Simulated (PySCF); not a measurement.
**Diatomics of F with the fifth-period p block**

CCSD(T) with triple-zeta basis sets in PySCF, for the lowest determinant that a PBE0 search found; no spin–orbit coupling. De refers to high-spin ground-configuration atoms.

| M | basis | reference, frozen orbitals | state (unpaired electrons) | Re (Å) | ωe (cm⁻¹) | De (eV) |
| --- | --- | --- | --- | --- | --- | --- |
| In | x2c-TZVPPall | RHF, 19 | singlet (closed shell) | 1.991 | 541 | 5.37 |
| Sn | def2-TZVPP | UHF, 5 | doublet (π ↑) | 1.943 | 593 | 4.76 |
| Sb | def2-TZVPP | UHF, 5 | triplet (π ↑↑) | 1.919 | 619 | 3.85 |
| Te | def2-TZVPP | UHF, 5 | doublet (π ↑) | 1.906 | 629 | 3.29 |
| I | def2-TZVPP | RHF, 5 | singlet (closed shell) | 1.911 | 619 | 2.73 |

The shortest bond is that of TeF (1.906 Å), the longest that of InF (1.991 Å). InF is bound most strongly (5.37 eV) and IF least (2.73 eV).

The rows differ in basis set, which adds steps of its own.

The state changes along the series, so neighbouring rows are not always alike in their bonding.

Correlated steps freeze the inner cores (5 to 19 orbitals); shallow outer-core shells are correlated. Spin–orbit coupling is left out, which matters for elements this heavy, above all for dissociation energies. Where the molecule has an RHF reference, its open-shell atoms are computed with UHF. States were picked by a PBE0 search and need not be the measured ground states.
